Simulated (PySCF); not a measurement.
Compound: CH₈BBi.
Numbering: `[CH3:1][BH2-:2][BiH3+:3]` (hydrogens: H4, H5, H6 on C1; H7, H8 on B2; H9, H10, H11 on Bi3)

Computed, not measured: PBE0-D3(BJ)/def2-SVP geometry optimisation, gas phase, def2 core potentials past Kr (PySCF 2.14.0).

List the bond lengths and angles at this level.

```csv
bond,length (Å)
C1–B2,1.580
B2–Bi3,2.632
"C1–H4, C1–H5, C1–H6",1.103
"B2–H7, B2–H8",1.217
"Bi3–H9, Bi3–H10, Bi3–H11",1.786
```

Bonds in one row agree within 0.01 Å and their mean is given. A selection of angles:
```csv
angle,degrees
B2–C1–H4,104.6
B2–C1–H5,115.1
H4–C1–H5,106.0
H5–C1–H6,109.2
C1–B2–Bi3,104.8
C1–B2–H7,119.8
Bi3–B2–H7,92.7
H7–B2–H8,116.2
B2–Bi3–H9,123.6
B2–Bi3–H11,121.4
H9–Bi3–H10,93.2
```

B2 (four-coordinate boron) has angles from 92.7° to 119.8°. Bi3 (bismuth bonded to B and 3 H) has angles from 93.2° to 123.6°.

Point group: Cs (tolerance 0.08 Å). PBE0-D3(BJ)/def2-SVP frequencies: not computed here.
